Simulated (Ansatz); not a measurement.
`F[SiH](Cl)[GeH3]` + `C=N` → `C=[N][GeH3]` + `F[SiH2]Cl` at 298.15 K and 1 bar (cleavage of the Ge–Si bond).

Calculated with Ansatz (gas phase, PBE0-D4/def2-TZVP geometries, no zero-point term in ΔE). CCSD(T)/CBS adds triple-zeta CCSD(T) − MP2 to the extrapolated MP2 energy (def2 sets, frozen cores). This one scheme is used for every species. For Ge outer-core shells are correlated without core-valence functions, which leaves a few kJ/mol of doubt a bond. Scalar relativity is left out up to krypton.

```tsv
species	CCSD(T)/CBS energy (Eh)	H − E (kJ/mol)	S (J/(mol·K))
`F[SiH](Cl)[GeH3]`	-2927.27769	117.6	357.0
`C=N`	-94.52360	115.3	227.0
`C=[N][GeH3]`	-2171.83462	155.5	294.6
`F[SiH2]Cl`	-849.96195	69.7	280.5
```

H − E and S are ideal-gas, rigid-rotor, harmonic terms from PBE0-D4/def2-TZVP, for one conformer and one mirror image of each species. 1 Eh = 2625.50 kJ/mol, R = 8.31446 J/(mol·K).

Question: By hand: ΔE, ΔH, ΔS and ΔG.

Answer: ΔE = (-2171.83462) + (-849.96195) − (-2927.27769) − (-94.52360) = 0.00472 Eh = 12.4 kJ/mol. Δ(H − E) = 155.5 + 69.7 − 117.6 − 115.3 = -7.7, so ΔH = 4.7 kJ/mol. ΔS = 294.6 + 280.5 − 357.0 − 227.0 = -8.9 J/(mol·K). ΔG = 4.7 − 298.15 × (-8.9)/1000 = 7.4 kJ/mol.

Question: By hand: the equilibrium constant, and the temperature at which ΔG would vanish if ΔH and ΔS stayed fixed.

Answer: log₁₀ K = −ΔG/(RT ln 10) = -1.3. ΔH and −TΔS have one sign here, so there is no such temperature. One of them is within its doubt of zero, so this could turn.

TΔS isn't small against ΔH here. A doubt of 5 kJ/mol in ΔE shifts log₁₀ K by 0.9 here. Other conformers and mirror images would add mixing entropy, several J/(mol·K) or more a flexible species. These are equilibria of isolated gas molecules and say nothing of rates. Largest T1 diagnostic: 0.013 (customary marks: 0.02 for closed shells, 0.045 for open ones).
